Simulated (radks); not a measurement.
Dynamic dipole polarisability and lines of the manganese ion Mn22+, [He] 2s1. All-electron calculation, non-relativistic Kohn-Sham, LB94 model potential, spin-polarised, spherical densities, point nucleus; open shells are filled with parallel spins first. Program: a radial shooting solver on a logarithmic mesh with Libxc functionals. Time-dependent linear response with the Hartree and adiabatic LDA kernel, continuum included through the Sternheimer equations. Lines are the poles of the dipole polarisability below minus the highest occupied eigenvalue, found on a grid refined at the orbital gaps; the lowest seven at most are given, and weak or close lines can be missed. The first line takes the name of the lowest orbital gap if no other gap lies below it; otherwise a line is named after a gap within 0.6 % of it, if that gap stands alone.

photon energy (eV)  alpha (bohr^3)
0                          0.01951
30.493                     0.03880
152.46                   -0.001262
274.43                 -0.00007355
396.40                   0.0002083
518.37                   0.0003501
640.35                   0.0004751
762.32                   0.0006509
884.29                    0.001039
1006.3                    0.003540
1128.2                   -0.001497
1250.2                  -0.0003478
1372.2                   0.0005519
1494.1                  -0.0002710
1616.1                  -0.0002318
1738.1                  0.00003018

Lines (eV, oscillator strength): 43.028 (28.82 nm, 2s-2p), f = 0.0478; 1048.3 (1.183 nm, 2s-3p), f = 0.396; 1404.9 (0.8825 nm, 2s-4p), f = 0.0953; 1568.2 (0.7906 nm, 2s-5p), f = 0.0392; 1656.7 (0.7484 nm, 2s-6p), f = 0.0203; 1710.0 (0.7250 nm, 2s-7p), f = 0.0120; 1744.6 (0.7107 nm, unassigned), f = 0.00773. Higher lines, where found, are left out when the end of the mesh affects them. Those listed give 100 % of the static polarisability (sum of f/w^2). Orbital energy gaps for comparison: 2s-2p 39.809 eV; 2s-3p 1051.9 eV; 2s-4p 1406.0 eV; 2s-5p 1568.7 eV; 2s-6p 1657.0 eV.
